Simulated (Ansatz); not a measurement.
Species: H4Sn, SMILES `[SnH4]` (charge 0, multiplicity 1).

**Question.** Give a relaxed geometry from PBE0-D4/def2-TZVP run with Ansatz (an electronic-structure program).

**Answer.** the end point of this relaxation (outside a Z-matrix the atoms follow the SMILES, hydrogens last).
Z-matrix (Å, degrees):
```
Sn
H 1 1.7037
H 1 1.7037 2 109.46
H 1 1.7037 2 109.44 3 -119.96
H 1 1.7038 2 109.48 4 -120.03
```
